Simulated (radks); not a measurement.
Q: The table gives one normalised radial function P(r) = r R(r) of K+ in [Ne] 3s2 3p5 4s1 (r in bohr). Calculated with a radial shooting solver on a logarithmic mesh with Libxc functionals: non-relativistic Kohn-Sham, PBE, spin-polarised, spherical densities, point nucleus; open shells are filled with parallel spins first.

r	P
0.003944	0.0032
0.005884	0.0070
0.008778	0.0153
0.0132	0.0331
0.01969	0.0693
0.02938	0.1410
0.04383	0.2751
0.06538	0.5048
0.09754	0.8491
0.1455	1.2635
0.2188	1.5902
0.3264	1.5684
0.487	1.1171
0.7265	0.5085
1.084	0.1253
1.617	0.0127
2.412	0.0004
3.627	0.0000
5.411	0.0000
8.073	0.0000
12.04	0.0000

Which n and l does it have? It may be an empty orbital.

A: n = 2, l = 1: the number of nodes gives n - l - 1 = 0, the rise at small r (about r^(l+1)) gives l, and the extent must fit the shell. The curve is that of 2p up; the table hardly tells the two spins apart. 2p up: eigenvalue -295.29 eV, 0 radial nodes, <r> = 0.351 bohr, 90 % of the charge inside 0.580 bohr.
